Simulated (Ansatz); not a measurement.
Cartesian coordinates in Å:
```
Si -1.893 0.727 -1.795
C -1.015 -0.219 -0.519
C -0.425 -0.850 0.335
S 0.366 -1.743 1.513
Si 2.063 -0.421 1.686
H -3.217 1.160 -1.283
H -2.086 -0.111 -3.005
H -1.088 1.923 -2.149
H 1.606 0.921 2.116
H 2.924 -1.048 2.718
H 2.764 -0.340 0.383
```

Charge 0, multiplicity 1.

List the PBE/def2-TZVPP orbital energies in eV (Ansatz 0.2.0). (Estimate.)

Ansatz gave: Occupied: -2396.75, -1780.50, -1779.79, -269.88, -268.86, -209.66, -155.82, -155.71, -155.58, -138.22, -137.53, -95.00, -94.92, -94.91, -94.28, -94.25, -94.24, -20.30, -17.84, -14.17, -13.67, -11.51, -9.75, -9.59, -9.40, -8.82, -8.75, -8.64, -8.08, -6.73, -5.93. Lowest empty: -1.61, -1.05, -0.98, -0.51, 0.14, 0.36, 0.63, 0.74.
